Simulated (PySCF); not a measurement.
Stepwise substitution at one centre (Sn OCH3-H). Gas-phase values, no solvent. One relaxed conformer stands for each flexible species; it need not be the lowest. Strings in code marks are SMILES.

The LUMO from two functionals at the same geometries (B3LYP-D3(BJ)/def2-SVP), both in PySCF: PBE-D3(BJ)/def2-TZVP and B3LYP-D3(BJ)/def2-TZVP. B3LYP has the VWN-RPA correlation part, as in Gaussian. 

```tsv
species	PBE-D3(BJ)/def2-TZVP (eV)	B3LYP-D3(BJ)/def2-TZVP (eV)
0 of 4 OCH3 replaced by H (`C[O][Sn]([O]C)([O]C)[O]C`)	-2.75	-2.08
1 of 4 OCH3 replaced by H (`[O](C)[SnH]([O]C)[O]C`)	-2.04	-1.37
2 of 4 OCH3 replaced by H (`C[O][SnH2][O]C` (C–O–Sn–O torsion 60°, O–Sn–O–C torsion 60°))	-1.42	-0.77
3 of 4 OCH3 replaced by H (`C[O][SnH3]`)	-1.31	-0.76
```

Over these rows, drawn at random from the members with no instability flagged (it was tested for open shells, ions and some series alone), PBE minus B3LYP-D3(BJ): mean -0.64 eV, from -0.67 eV to -0.55 eV.
